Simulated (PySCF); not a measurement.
## Trend along the fourth-period p block: MBe cations

CCSD(T) with double-zeta basis sets in PySCF, for the lowest determinant that a PBE0 search found; no spin–orbit coupling. De refers to high-spin ground-configuration atoms (the charge goes to the atom of lower measured ionisation energy or higher electron affinity, which is not always the lowest computed limit).

```json
{"M": "Ga", "basis": "cc-pVDZ/cc-pVDZ-PP", "reference, frozen orbitals": "RHF, 4", "charged atom": "Ga+", "state (unpaired electrons)": "singlet (closed shell)", "Re (Å)": "2.865", "ωe (cm⁻¹)": "214", "De (eV)": "0.47"}
{"M": "Ge", "basis": "pcseg-1", "reference, frozen orbitals": "UHF, 9", "charged atom": "Ge+", "state (unpaired electrons)": "doublet (π ↑)", "Re (Å)": "2.444", "ωe (cm⁻¹)": "357", "De (eV)": "1.32"}
{"M": "Se", "basis": "pcseg-1", "reference, frozen orbitals": "UHF, 9", "charged atom": "Be+", "state (unpaired electrons)": "doublet (π ↑)", "Re (Å)": "2.015", "ωe (cm⁻¹)": "690", "De (eV)": "2.57"}
{"M": "Br", "basis": "x2c-SVPall", "reference, frozen orbitals": "RHF, 9", "charged atom": "Be+", "state (unpaired electrons)": "singlet (closed shell)", "Re (Å)": "1.907", "ωe (cm⁻¹)": "812", "De (eV)": "3.49"}
```

Task: By what factor does the bond length vary along the series?

Result: At CCSD(T) it runs from 1.907 Å (BeBr⁺) to 2.865 Å (BeGa⁺), a factor of 1.50.

The rows differ in basis set, which adds steps of its own.

The state changes along the series, so neighbouring rows are not always alike in their bonding.

Correlated steps freeze the inner cores (4 to 9 orbitals); shallow outer-core shells are correlated. Weak bonds: BeGa⁺. Basis-set superposition, not corrected here, can be much of De in a small basis, most of all at correlated wavefunction levels. For an ion De counts to the pair picked by the measured ionisation energies or electron affinities, which need not be the lowest pair at this level. Where the molecule has an RHF reference, its open-shell atoms are computed with UHF. States were picked by a PBE0 search and need not be the measured ground states.
